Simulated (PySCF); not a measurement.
Computed properties of Sn(H)(F)2(OH) (F₂H₂OSn), SMILES [SnH]([F])([OH])[F]

Sn(H)(F)2(OH) (F2H2OSn), SMILES [OH][SnH]([F])[F]. The structure is a stationary point at B3LYP-D3(BJ)/def2-SVP. The def2 effective core potentials stand for the cores of Sn; spin–orbit coupling is left out. The values are those of a single conformer. All values are computed for the isolated molecule unless a solvent is named; none is compared with measurement here.

**Structure.** The optimised structure has Cs symmetry. All 12 harmonic modes at B3LYP-D3(BJ)/def2-SVP (PySCF) are real, so it is a minimum. With heavy atoms numbered as in [SnH:1]([OH:2])([F:3])[F:4], the shortest bond between them is Sn1–F3 at 1.935 Å and the longest Sn1–O2 at 1.965 Å.

**Vibrations.** The strongest infrared lines (harmonic, unscaled, degenerate partners summed) lie at 215 cm⁻¹ (120 km/mol, O 42 %, H 41 %, F 14 %), 3814 cm⁻¹ (91 km/mol, H 94 %), 868 cm⁻¹ (83 km/mol, H 93 %). The softest mode is at 123 cm⁻¹ and the zero-point energy is 14.8 kcal/mol.

**Electronic structure.** HF/def2-TZVPD (PySCF) places the frontier levels at -14.32 and 1.05 eV, a gap of 15.37 eV, and gives a dipole moment of 2.11 D and a mean polarisability of 35.6 bohr³.

**Excitations.** TDA-M06-2X/def2-SVPD (PySCF) has S1 at 6.77 eV (183 nm, f = 0.029, weak); the most intense of the 10 singlets computed lies at 8.52 eV (f = 0.21). T1 (TDA) is at 6.21 eV, 0.56 eV under S1. No vertical singlet excitation falls in the visible range (under 3.1 eV).
